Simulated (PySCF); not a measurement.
Ionisation energy of Fe(24+) by level of theory

Fe(24+) 1s2 (1S) → Fe(25+) 1s1 (2S), as a difference of total energies. Computed with PySCF 2.14 in an uncontracted even-tempered set (17 s from 26 bohr⁻², ratio 2.2; 7 p from 40 bohr⁻², ratio 2.4; 4 d from 120 bohr⁻², ratio 2.4; 3 f from 180 bohr⁻², ratio 2.4; 3 g from 270 bohr⁻², ratio 2.4), with scalar relativity by spin-free X2C-1e. Correlated levels: nothing frozen; virtual orbitals above 40 to 60 times the deepest correlated orbital energy dropped. The calculations carry no spin-orbit coupling.

```csv
method,ionisation energy (eV)
UHF,8833.6
MP2 (all electrons),8834.9
SCS-MP2 (all electrons),8835.1
CCSD (all electrons),8834.9
```

With two correlated electrons CCSD is exact in that space.

For comparison: 8828.2 eV (theoretical estimate listed by NIST; NIST Atomic Spectra Database, ionization energies).
